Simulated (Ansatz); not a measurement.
Ideal-gas functions of CHBCl₂O (`ClC1(Cl)BO1`) at 500 K and 1 bar, from an Ansatz frequency run at PBE0-D4/def2-TZVP.

Molar mass 110.74 g/mol, point group Cs (symmetry number 1), electronic degeneracy 1, moments of inertia 119.97, 163.017, 254.961 u Å². Harmonic wavenumbers (cm⁻¹, unscaled): 269, 275, 358, 413, 524, 758, 775, 860, 898, 1187, 1433, 2786.

Use S(trans) = R[1.5 ln M + 2.5 ln T − 1.1517]; rotational temperatures θ = 24.2544 K / I; S(rot) = R[ln(√π/σ · √(T³/θAθBθC)) + 1.5]; for each mode x = 1.438777 ν̃/T, S = R[x/(eˣ − 1) − ln(1 − e⁻ˣ)] and H = RT x/(eˣ − 1); 1 cm⁻¹ = 0.0119627 kJ/mol; R = 8.31446 J/(mol·K).

Q: By hand: the entropy, in J/(mol·K).

A: Translation 178.3. Rotation: θ = 0.2022, 0.1488, 0.0951 K, giving 119.1. Vibration, mode by mode: 10.65, 10.47, 8.43, 7.35, 5.65, 3.30, 3.18, 2.62, 2.41, 1.24, 0.70, 0.02, in all 56.0. Electronic 0.0. Sum 353.4 J/(mol·K).

Q: By hand: H − E and G − E in kJ/mol, counted from the electronic energy.

A: Zero-point energy ½ × 10536 × 0.0119627 = 63.0; thermal vibration 16.7; translation, rotation and pV give 4 RT = 16.6. H − E = 96.3 kJ/mol, and G − E = 96.3 − 500 × 353.4/1000 = -80.4 kJ/mol.

Vibration gives 16 % of the entropy.
